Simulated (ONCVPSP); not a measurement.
## lithium: ONCV pseudisation with PBE, scalar-relativistic reference atom.

lithium (Li), optimised norm-conserving Vanderbilt (ONCV), made with ONCVPSP 4.0.1 (PBE, scalar-relativistic). Core none, reference 1s2 2s1. Waves: 1s+2s: rc 1.10 bohr, ncon 4, nbas 9, qcut 9.5 1/bohr, 3 projectors, debl 3 Ha; p scattering state at 0.14 Ha: rc 0.95 bohr, ncon 3, nbas 7, qcut 7.8 1/bohr, 2 projectors, debl 0.7 Ha; d scattering state at 0.09 Ha: rc 1.00 bohr, ncon 4, nbas 7, qcut 8.2 1/bohr, 2 projectors, debl 1.8 Ha. Local part: polynomial inside 0.70 bohr (lpopt 5, dvloc0 0 Ha). Core correction: none.

Estimate the cutoffs (Ha) at which the residual kinetic energy of the hardest occupied pseudo-wave falls to 1 and 0.1 mHa per electron.

36 Ha and 43 Ha.

Does the potential have ghost states?

No bound ghost flagged; no localised positive-energy state flagged.

Which valence shell sets the plane-wave cutoff?

1s: 36 Ha for 1 mHa per electron, against 27 Ha for 2s.

Tests: 1s2 2s0; 1s2 2s0.5; 1s2 2s0 2p1; 1s1 2s1. Which has the largest error in its energy relative to the reference configuration, and how large is it?

1s1 2s1, with +958 meV (all-electron minus pseudo) on +68.41 eV.
